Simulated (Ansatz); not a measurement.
Two isomers of CH8GeOSi: A = `O[CH]([SiH3])[GeH3]`, B = `[OH][GeH2][CH2][SiH3]`.

Isolated molecules relaxed with PBE0-D4/def2-TZVP in Ansatz; ΔE leaves out vibrations. CCSD(T)/CBS is the MP2 limit (def2-TZVPP, def2-QZVPP) plus CCSD(T) − MP2 in def2-TZVPP, frozen cores. DFT in def2-TZVPP. B3LYP here is the variant with VWN-RPA as its local correlation; programs differ in this. For Ge outer-core shells are correlated without core-valence functions, which leaves a few kJ/mol of doubt a bond. Scalar relativity is left out up to krypton. Each species was taken in one conformer, which may not be the lowest.

A:

```xyz
12

O     1.1310   -1.3449    0.3422
C     0.4548   -0.0883    0.4256
Si   -1.3945   -0.3086    0.7281
Ge    0.8380    0.8606   -1.2621
H     0.9563   -1.8446    1.1453
H     0.8782    0.5385    1.2249
H    -2.0528   -0.9279   -0.4513
H    -2.0355    1.0005    1.0260
H    -1.5718   -1.2174    1.8983
H     2.3571    1.0235   -1.4238
H     0.1716    2.2473   -1.2101
H     0.2676    0.0615   -2.4431
```

B:

```xyz
12

O    -2.002   -1.053   -0.616
Ge   -0.462   -0.537   -1.355
C     0.316    0.899   -0.279
Si    0.808    0.355    1.439
H    -1.884   -1.423    0.262
H    -0.870   -0.060   -2.756
H     0.509   -1.735   -1.429
H    -0.425    1.701   -0.222
H     1.192    1.293   -0.803
H     1.929   -0.620    1.362
H    -0.339   -0.321    2.109
H     1.228    1.501    2.288
```

(1) Which is lower in electronic energy at CCSD(T)/CBS, and by how much? (Best estimate.)

(2) Give E(B) − E(A) in kcal/mol with r2SCAN-D4, PBE-D4, HF/def2-TZVPP, PBE0-D4, CCSD/def2-TZVPP, B3LYP-D4, CCSD(T)/def2-TZVPP. (Estimate.)

Largest T1 diagnostic: 0.012.

Answers

(1) The calculation gave: B, by 37.0 kcal/mol.

(2) Computed: r2SCAN-D4 -36.3, PBE-D4 -33.6, HF/def2-TZVPP -38.8, PBE0-D4 -35.1, CCSD/def2-TZVPP -37.5, B3LYP-D4 -35.2, CCSD(T)/def2-TZVPP -37.3. None reverses the order clearly.

From PBE to PBE0 (25 % exact exchange), in def2-TZVPP and without D4, E(B) − E(A) moves by −1.5 kcal/mol.
